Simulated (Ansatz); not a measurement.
Co (SMILES [Co]), quartet. Base run: PBE/aug-cc-pVDZ in Ansatz (a quantum-chemistry and plane-wave program).

Geometry (Å):
```xyz
1

Co     0.0000     0.0000     0.0000
```
Charge 0, spin multiplicity 4.
Orbitals are unrestricted.
All else is at Ansatz's defaults.

The base run was repeated with changes; each row names its change, and settings that it needs were set with it.

| change | basis functions | E (Eh) |
|---|---|---|
| base | 59 | -1382.50513 |
| basis = x2c-TZVPall; relativity = spin-free X2C; nucleus = Gaussian | 48 | -1393.00614 |
| basis = cc-pVDZ-DK; relativity = spin-free X2C; nucleus = Gaussian | 43 | -1393.01422 |
| basis = cc-pVDZ-DK; relativity = spin-free X2C | 43 | -1393.01945 |
| basis = Sapporo-DKH3-DZP-2012; relativity = spin-free X2C | 40 | -1392.99544 |
| basis = Sapporo-DKH3-DZP-2012; relativity = none | 40 | -1377.61781 |
| basis = cc-pVDZ-DK; relativity = none | 43 | -1377.40721 |
| basis = x2c-TZVPall; relativity = none | 48 | -1378.90098 |
| basis = Sapporo-DKH3-DZP-2012; relativity = spin-free X2C; nucleus = Gaussian | 40 | -1392.99044 |
| basis = x2c-TZVPall; relativity = spin-free X2C | 48 | -1393.01073 |

Absolute energies of different levels of theory aren't comparable as measures of quality.

Ansatz warned in this series: the basis is contracted for relativity, which the run leaves out.

Basis sets contracted for a relativistic Hamiltonian are a mismatch without it, so the rows without relativity aren't non-relativistic limits. No row has spin-orbit coupling; sets with core potentials leave out the core electrons.
